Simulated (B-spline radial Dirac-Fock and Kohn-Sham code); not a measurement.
The computed values come from an atomic code on a B-spline grid: the Dirac equation of a negative muon with reduced mass in the field of a spherical finite nucleus, with the Uehling potential to all orders; nuclear polarisation, deformation, hyperfine structure, self-energy, higher-order vacuum polarisation, relativistic recoil and electron screening are left out. The nuclear charge is a Fermi distribution (skin thickness 2.3 fm).

Task: A muonic atom of atomic mass 192.98 u emits these computed lines: 2p3/2 → 1s1/2 6030 keV, 3d5/2 → 2p3/2 2506 keV, 4f7/2 → 3d5/2 938.3 keV, 5g9/2 → 4f7/2 431.4 keV. Which element is it, and what rms charge radius was used?

Result: Lead (Z = 82, nuclide ¹⁹³Pb); the high transitions hardly feel the nucleus and fix Z. The 2p → 1s line lies 10120 keV below the value for a point nucleus without QED, which for this nuclear model gives a radius near 5.43 fm (5.431 fm was used).
